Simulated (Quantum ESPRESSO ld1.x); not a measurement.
Task: These are the eigenvalues of the occupied orbitals of an atom or ion with whole-number occupations (eV). Calculated with ld1.x of Quantum ESPRESSO 7.5: Dirac Kohn-Sham, relativistic LDA (MacDonald-Vosko exchange, VWN5 correlation), spin-unpolarised, spherical densities, point nucleus.

1s1/2: -50491.511
2s1/2: -8979.727
2p1/2: -8574.415
2p3/2: -7886.005
3s1/2: -2563.140
3p1/2: -2387.160
3p3/2: -2243.699
3d3/2: -1939.773
3d5/2: -1908.184
4s1/2: -1032.543
4p1/2: -960.910
4p3/2: -921.244
4d3/2: -801.958
5s1/2: -546.702

Which element is it, and in what charge state? The configuration may be excited. Open shells, if any, fill j = l - 1/2 first.

Result: Z = 64, gadolinium, charge +24: Gd24+ in [Ar] 3d10 4s2 4p5 4d4 5s1. The list shows which subshells hold electrons but not how many an open one holds; the 1s level, -1855.5 hartree, gives Z - s = 60.9 by -(Z - s)^2/2, which with screening and relativity narrows Z to a few neighbours, and the depths of the outer levels then fix element, charge and occupations together.
